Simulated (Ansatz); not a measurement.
Reactions of BrF2HOSi (`O[Si](F)(F)Br`).

Isolated molecules relaxed with PBE0-D4/def2-TZVP in Ansatz; ΔE leaves out vibrations. CCSD(T)/CBS is the MP2 limit (def2-TZVPP, def2-QZVPP) plus CCSD(T) − MP2 in def2-TZVPP, frozen cores. This one scheme is used for every species, atoms too. No spin–orbit coupling; open shells (•) take unrestricted orbitals. Spin–orbit coupling would lower the free atoms: clearly for Br. For Br outer-core shells are correlated without core-valence functions, so the limit isn't a true one: a few kJ/mol of doubt a bond, and 10 to 20 or more in all where bonds break to atoms. Scalar relativity is left out up to krypton. Each species was taken in one conformer, which may not be the lowest.

```
                                                      reaction  MP2/CBS(def2) (kJ/mol)  HF/CBS(def2) (kJ/mol)
       `O[Si](F)(F)Br` + silanol → `O[Si](F)(Br)O[SiH3]` + H–F                      10                     20
                          `O[Si](F)(F)Br` → Br• + `O[Si](F)F`•                     462                    324
               `O[Si](F)(F)Br` + `BO` → `BO[Si](F)(F)Br` + H₂O                       7                      7
                `O[Si](F)(F)Br` + HCl → `F[Si](F)(Cl)Br` + H₂O                      12                     32
                    `O[Si](F)(F)Br` + H₂ → `F[SiH](F)Br` + H₂O                      94                     87
`O[Si](F)(F)Br` + `O[SiH](O)O` → `O[SiH](O)O[Si](O)(F)F` + HBr                     -46                    -66
                 `O[Si](F)(F)Br` + NH₃ → `N[Si](F)(F)Br` + H₂O                      36                     45
                 `O[Si](F)(F)Br` + NH₃ → `N[Si](O)(F)Br` + H–F                      71                     90
                `O[Si](F)(F)Br` + HCl → `O[Si](F)(Cl)Br` + H–F                      43                     71
                              `O[Si](F)(F)Br` → F₂ + `O[Si]Br`                    1025                   1033
```

Task: Give the CCSD(T)/CBS values in the same order. (Estimate.)

Result: Computed: 12, 447, 7, 17, 89, -53, 37, 74, 50, 977 kJ/mol.

Largest T1 diagnostic: 0.014, for `O[Si](F)F`•.
